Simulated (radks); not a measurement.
Question: Species: the hafnium ion Hf46+. Configuration: [Ar] 3d8. Calculated with a radial shooting solver on a logarithmic mesh with Libxc functionals: scalar-relativistic Kohn-Sham, PBEsol, spin-polarised, spherical densities, point nucleus; open shells are filled with parallel spins first (spin-orbit coupling, left out, can overturn this in heavy ions). Some entries of the table are withheld. Estimate them.

| orbital | occ. | eigenvalue (eV) | <r> (bohr) |
|---|---|---|---|
| 1s up | 1 | -67768.60 | 0.01899 |
| 1s down | 1 | -67768.44 | 0.01899 |
| 2s up | 1 | -13615.28 | 0.08014 |
| 2s down | 1 | -13606.86 | 0.08011 |
| 2p up | 3 | -12263.12 | (1) |
| 2p down | 3 | -12256.38 | (2) |
| 3s up | 1 | -4813.636 | 0.2025 |
| 3s down | 1 | -4804.411 | 0.2027 |
| 3p up | 3 | -4407.989 | 0.2008 |
| 3p down | 3 | -4398.676 | 0.2009 |
| 3d up | 5 | -3961.123 | (3) |
| 3d down | 3 | -3949.579 | (4) |

Answer: 
(1) 2p up <r> (bohr): 0.07146
(2) 2p down <r> (bohr): 0.07143
(3) 3d up <r> (bohr): 0.1799
(4) 3d down <r> (bohr): 0.1801
